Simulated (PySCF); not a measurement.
PySCF input for Cr(OH) (CrHO), SMILES [OH][Cr] (connectivity only; charge and spin as stated), neutral, multiplicity 6, PBE-D3(BJ)/def2-TZVP. 

```python
import numpy as np
from pyscf import gto, scf, dft
from pyscf.geomopt import geometric_solver

mol = gto.M(
    atom='''
    Cr   -0.00589281   -0.53483337    0.00000000
    O     0.11629065    1.38792264    0.00000000
    H    -0.78889764    1.73261968   -0.00000000
    ''',
    basis='def2-TZVP',
    charge=0,
    spin=5,
    max_memory=1600,
    verbose=3,
)
mf = dft.UKS(mol, xc='pbe').density_fit(auxbasis='def2-universal-jkfit')
mf.disp = 'd3bj'
mf.grids.level = 3
mf.conv_tol = 1e-9
mf.max_cycle = 100
mf.kernel()
fine, coarse = mf.grids, dft.Grids(mol).set(level=1).build(with_non0tab=True)
for _ in range(3):  # follow internal instabilities
    mf.grids = coarse
    mo, _, stable, _ = mf.stability(return_status=True, nroots=4)
    mf.grids = fine
    if stable:
        break
    mf.kernel(mf.make_rdm1(mo, mf.mo_occ))
grad = mf.nuc_grad_method()
grad.grid_response = mol.nao <= 150
conv, mol_eq = geometric_solver.kernel(grad, convergence_set='GAU_TIGHT', maxsteps=100)
print(mol_eq.tostring(format='xyz'))
mf.reset(mol_eq)
mf.kernel()
```

It prints:

```

WARN: HOMO -0.311168819325296 >= LUMO -0.338863513011534


WARN: HOMO 0.0897995623463811 >= LUMO 0.0336837351703044

converged SCF energy = -1120.01665281629  <S^2> = 8.7786137  2S+1 = 6.0095303
<class 'pyscf.df.df_jk.DFUKS'> wavefunction is stable in the internal stability analysis
[banner and settings of the optimiser left out]
Geometry optimization cycle 1
Cartesian coordinates (Angstrom)
 Atom        New coordinates             dX        dY        dZ
  Cr  -0.005893  -0.534833   0.000000    0.000000  0.000000  0.000000
   O   0.116291   1.387923   0.000000    0.000000  0.000000  0.000000
   H  -0.788898   1.732620   0.000000    0.000000  0.000000  0.000000

WARN: Mole.unit (angstrom) is changed to Bohr

converged SCF energy = -1120.01665281596  <S^2> = 8.7786129  2S+1 = 6.0095301
--------------- DFUKS_Scanner gradients ---------------
         x                y                z
0 Cr    -0.0031347473    -0.0264588181     0.0000000000
1 O    -0.0020947974     0.0315271503    -0.0000000000
2 H     0.0052295448    -0.0050683323     0.0000000000
----------------------------------------------
cycle 1: E = -1120.01665282  dE = -1120.02  norm(grad) = 0.0419676
Step    0 : Gradient = 2.423e-02/3.160e-02 (rms/max) Energy = -1120.0166528160
Hessian Eigenvalues: 5.00000e-02 5.00000e-02 5.00000e-02 ... 1.60000e-01 1.82294e-01 5.36644e-01

Geometry optimization cycle 2
Cartesian coordinates (Angstrom)
 Atom        New coordinates             dX        dY        dZ
  Cr  -0.004715  -0.494199  -0.000000    0.001178  0.040634 -0.000000
   O   0.112802   1.351471   0.000000   -0.003489 -0.036452  0.000000
   H  -0.786587   1.728437  -0.000000    0.002311 -0.004183 -0.000000
converged SCF energy = -1120.01940135386  <S^2> = 8.7729922  2S+1 = 6.0076592
--------------- DFUKS_Scanner gradients ---------------
         x                y                z
0 Cr    -0.0021082690    -0.0063088461     0.0000000000
1 O     0.0027319017     0.0095459749     0.0000000000
2 H    -0.0006236327    -0.0032371287    -0.0000000000
----------------------------------------------
cycle 2: E = -1120.01940135  dE = -0.00274854  norm(grad) = 0.0123977
Step    1 : Displace = 3.171e-02/4.063e-02 (rms/max) Trust = 1.000e-01 (=) Grad = 7.158e-03/9.929e-03 (rms/max) E (change) = -1120.0194013539 (-2.749e-03) Quality = 1.328
Hessian Eigenvalues: 5.00000e-02 5.00000e-02 5.00000e-02 ... 1.11551e-01 1.88761e-01 5.38162e-01

Geometry optimization cycle 3
Cartesian coordinates (Angstrom)
 Atom        New coordinates             dX        dY        dZ
  Cr   0.003990  -0.487558  -0.000000    0.008705  0.006641 -0.000000
   O   0.100553   1.328757   0.000000   -0.012249 -0.022714  0.000000
   H  -0.783042   1.744510   0.000000    0.003544  0.016073  0.000000
converged SCF energy = -1120.01976227221  <S^2> = 8.7709825  2S+1 = 6.0069901
--------------- DFUKS_Scanner gradients ---------------
         x                y                z
0 Cr    -0.0010109705     0.0035180919     0.0000000000
1 O     0.0030204238    -0.0019987483    -0.0000000000
2 H    -0.0020094533    -0.0015193436    -0.0000000000
----------------------------------------------
cycle 3: E = -1120.01976227  dE = -0.000360918  norm(grad) = 0.00573265
Step    2 : Displace = 1.877e-02/2.580e-02 (rms/max) Trust = 1.414e-01 (+) Grad = 3.310e-03/3.660e-03 (rms/max) E (change) = -1120.0197622722 (-3.609e-04) Quality = 1.046
Hessian Eigenvalues: 5.00000e-02 5.00000e-02 5.00000e-02 ... 7.81561e-02 2.59970e-01 5.43893e-01

Geometry optimization cycle 4
Cartesian coordinates (Angstrom)
 Atom        New coordinates             dX        dY        dZ
  Cr   0.011343  -0.497241  -0.000000    0.007353 -0.009683 -0.000000
   O   0.091006   1.322323   0.000000   -0.009547 -0.006434  0.000000
   H  -0.780848   1.760627   0.000000    0.002194  0.016117  0.000000
converged SCF energy = -1120.01988688455  <S^2> = 8.7710197  2S+1 = 6.0070025
--------------- DFUKS_Scanner gradients ---------------
         x                y                z
0 Cr    -0.0005493318     0.0018253527    -0.0000000000
1 O     0.0022174054    -0.0013470961     0.0000000000
2 H    -0.0016680737    -0.0004782567    -0.0000000000
----------------------------------------------
cycle 4: E = -1120.01988688  dE = -0.000124612  norm(grad) = 0.00365738
Step    3 : Displace = 1.347e-02/1.609e-02 (rms/max) Trust = 2.000e-01 (+) Grad = 2.112e-03/2.595e-03 (rms/max) E (change) = -1120.0198868845 (-1.246e-04) Quality = 1.529
Hessian Eigenvalues: 4.88222e-02 5.00000e-02 5.00000e-02 ... 5.00016e-02 1.98096e-01 5.35281e-01

Geometry optimization cycle 5
Cartesian coordinates (Angstrom)
 Atom        New coordinates             dX        dY        dZ
  Cr   0.019484  -0.507665   0.000000    0.008141 -0.010424  0.000000
   O   0.079291   1.315223  -0.000000   -0.011715 -0.007100 -0.000000
   H  -0.777274   1.778151   0.000000    0.003574  0.017524 -0.000000
converged SCF energy = -1120.01993952261  <S^2> = 8.7710328  2S+1 = 6.0070068
--------------- DFUKS_Scanner gradients ---------------
         x                y                z
0 Cr    -0.0000228214     0.0000233488     0.0000000000
1 O     0.0001310978    -0.0000285978    -0.0000000000
2 H    -0.0001082764     0.0000052490     0.0000000000
----------------------------------------------
cycle 5: E = -1120.01993952  dE = -5.26381e-05  norm(grad) = 0.000175561
Step    4 : Displace = 1.508e-02/1.763e-02 (rms/max) Trust = 2.828e-01 (+) Grad = 1.014e-04/1.342e-04 (rms/max) E (change) = -1120.0199395226 (-5.264e-05) Quality = 1.032
Hessian Eigenvalues: 4.70195e-02 5.00000e-02 5.00000e-02 ... 5.00026e-02 1.98270e-01 5.33758e-01

Geometry optimization cycle 6
Cartesian coordinates (Angstrom)
 Atom        New coordinates             dX        dY        dZ
  Cr   0.019795  -0.508022   0.000000    0.000311 -0.000357 -0.000000
   O   0.078761   1.314856  -0.000000   -0.000530 -0.000367  0.000000
   H  -0.777056   1.778875   0.000000    0.000218  0.000724  0.000000
converged SCF energy = -1120.01993961237  <S^2> = 8.7710251  2S+1 = 6.0070043
--------------- DFUKS_Scanner gradients ---------------
         x                y                z
0 Cr     0.0000009857     0.0000021492    -0.0000000000
1 O     0.0000033683    -0.0000036358    -0.0000000000
2 H    -0.0000043540     0.0000014867     0.0000000000
----------------------------------------------
cycle 6: E = -1120.01993961  dE = -8.97592e-08  norm(grad) = 7.16397e-06
Step    5 : Displace = 6.341e-04/7.257e-04 (rms/max) Trust = 3.000e-01 (+) Grad = 4.136e-06/4.956e-06 (rms/max) E (change) = -1120.0199396124 (-8.976e-08) Quality = 1.009
Hessian Eigenvalues: 4.67870e-02 5.00000e-02 5.00000e-02 ... 5.03963e-02 1.97437e-01 5.29991e-01

Geometry optimization cycle 7
Cartesian coordinates (Angstrom)
 Atom        New coordinates             dX        dY        dZ
  Cr   0.019765  -0.508031   0.000000   -0.000029 -0.000009  0.000000
   O   0.078768   1.314851  -0.000000    0.000007 -0.000005 -0.000000
   H  -0.777033   1.778890  -0.000000    0.000023  0.000015 -0.000000
converged SCF energy = -1120.01993961259  <S^2> = 8.7710252  2S+1 = 6.0070043
--------------- DFUKS_Scanner gradients ---------------
         x                y                z
0 Cr     0.0000008691    -0.0000003069    -0.0000000000
1 O    -0.0000001935     0.0000008559     0.0000000000
2 H    -0.0000006757    -0.0000005490     0.0000000000
----------------------------------------------
cycle 7: E = -1120.01993961  dE = -2.18279e-10  norm(grad) = 1.54196e-06
Step    6 : Displace = 3.613e-06/4.068e-06 (rms/max) Trust = 3.000e-01 (=) Grad = 8.902e-07/9.217e-07 (rms/max) E (change) = -1120.0199396126 (-2.183e-10) Quality = 2.738
Hessian Eigenvalues: 4.67870e-02 5.00000e-02 5.00000e-02 ... 5.03963e-02 1.97437e-01 5.29991e-01
Converged! =D

3
XYZ from PySCF
Cr          0.01976547       -0.50803143        0.00000000
O           0.07876762        1.31485077       -0.00000000
H          -0.77703289        1.77888961       -0.00000000
converged SCF energy = -1120.01993961253  <S^2> = 8.7710245  2S+1 = 6.0070041
```

The run converged.
